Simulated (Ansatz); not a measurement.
C2H6BNO can be A, `OB1CCN1`, or B, `CC1OB1N`.

Gas-phase electronic energies from Ansatz, PBE0-D4/def2-TZVP geometries. CBS: MP2 limit from def2 TZ/QZ plus the TZ coupled-cluster correction, frozen cores. DFT in def2-TZVPP. Each species was taken in one conformer, which may not be the lowest.

A:

Z-matrix (Å, degrees):
```
C
B 1 1.597
C 1 1.551 2 83.0
H 1 1.091 2 117.5 3 -113.5
H 1 1.091 2 117.5 3 113.5
O 2 1.361 1 138.6 3 -180.0
N 2 1.405 1 91.9 3 -0.0
H 3 1.095 1 114.1 2 117.0
H 3 1.095 1 114.1 2 -117.1
H 6 0.958 2 112.7 1 -0.0
H 7 1.004 2 139.7 1 -180.0
```

B:

```xyz
11

C    -0.220   -0.572   -1.580
C    -0.667    0.214   -0.385
O    -0.999   -0.616    0.824
B     0.035    0.239    0.950
N     0.968    0.607    1.905
H     0.166    0.108   -2.344
H     0.573   -1.276   -1.323
H    -1.050   -1.134   -2.020
H    -1.466    0.925   -0.591
H     0.991    0.198    2.823
H     1.668    1.306    1.741
```

Which isomer does CCSD(T)/CBS put lower? Give the gap. (Estimate.)

Computed: A, by 15.7 kcal/mol.

Give E(B) − E(A) in kcal/mol with PBE0-D4, CCSD(T)/def2-TZVPP, ωB97M-V, B2PLYP, MP2/def2-TZVPP, PBE-D4, HF/def2-TZVPP. (An estimate is asked.)

The calculation gave: PBE0-D4 15.5, CCSD(T)/def2-TZVPP 15.6, ωB97M-V 14.9, B2PLYP 13.6, MP2/def2-TZVPP 15.9, PBE-D4 13.2, HF/def2-TZVPP 15.8. None reverses the order clearly.

Largest T1 diagnostic: 0.013.

From PBE to PBE0 (25 % exact exchange), in def2-TZVPP and without D4, E(B) − E(A) moves by +2.4 kcal/mol.
